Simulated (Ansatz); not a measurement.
Harmonic frequencies (cm⁻¹) at PBE0-D4/def2-TZVP from Ansatz: 16, 48, 73, 94, 108, 135, 136, 202, 212, 230, 364, 410, 558, 581, 599, 627, 702, 708, 1198, 1447, 1447, 3057, 3147, 3151.

Each molecule was computed in one conformer, which needn't be the lowest.

Which molecule is it?
A. `CSS[SiH3]`
B. `CSSC`
C. `C=CCS`
D. `[CH3][Zn][S][Si](Cl)(Cl)Cl`

D.
